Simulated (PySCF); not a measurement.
## A small calculation by hand: dipole moment from atomic charges

CH₄SSe, SMILES CS[SeH]. Atoms are numbered in the order given.

```xyz
7

Se    -0.4951     0.3778     0.8206
H     -1.8135    -0.1933     0.4487
S      0.7503    -0.8735    -0.5361
C      0.7330     0.0896    -2.0897
H     -0.2783     0.1392    -2.5171
H      1.3930    -0.4546    -2.7839
H      1.1281     1.1027    -1.9333
```

Geometry: B3LYP-D3(BJ)/def2-SVP. The values are those of a single conformer.

Charges (e) from PBE0/def2-TZVPD (PySCF):

```
atom  ESP fit     IAO
----  -------  ------
Se1    -0.104  -0.022
H2      0.121   0.053
S3     -0.099  -0.009
C4     -0.424  -0.513
H5      0.138   0.161
H6      0.203   0.168
H7      0.165   0.163
```

The dipole moment of the full density is 1.64 D.

Q: What dipole moment does each set of point charges give, and which comes closer to that of the density?

A: 
μ = Σ q r, and 1 e Å = 4.8032 D.
ESP fit: Σ q r = (-0.123, 0.095, -0.323) e Å, |μ| = 1.72 D.
IAO: Σ q r = (-0.095, 0.069, -0.106) e Å, |μ| = 0.76 D.
ESP fit comes closer in size. Point charges leave out the atoms' own dipoles (lone pairs, polarised bonds); fits to the potential absorb them, partitions of the density don't.
